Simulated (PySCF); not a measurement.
# Worked example: oscillator strength and radiative lifetime

Te(OH)(NMe2) (C₂H₇NOTe), SMILES O[Te]N(C)C.

Coordinates come from a PBE0-D3(BJ)/def2-SVP optimisation. The structure was generated by enumeration, and PubChem lists no compound with its InChIKey, so it may never have been made. The def2 effective core potentials stand for the cores of Te; spin–orbit coupling is left out. The values are those of a single conformer.

TDDFT-LC-ωPBE/def2-SVPD run with PySCF 2.14.0 puts the first singlet state with f over 0.02 at 5.56 eV (vertical), with the transition dipole (-0.271, -0.524, -0.194) in atomic units.

Question: Find the oscillator strength, the wavelength and the radiative lifetime that this transition would have in vacuum if emission retraced absorption.

Answer: 
|μ|² = 0.3857 au, so |μ| = 1.58 D. ΔE = 5.56/27.211 = 0.2043 hartree. f = (2/3) ΔE |μ|² = 0.053 (the program prints 0.052).
λ = 1239.84/5.56 = 223 nm; ν = 44844 cm⁻¹.
Einstein's coefficient A = 0.6670 ν² f s⁻¹ (ν in cm⁻¹) = 7.0e7 s⁻¹, so τ = 1/A = 14 ns. This state is S4; the lower singlets have f = 0.001, 0.003, 0.019. The figure is the radiative limit of this one transition; relaxation, internal conversion, crossing to triplets and a medium change what is measured.
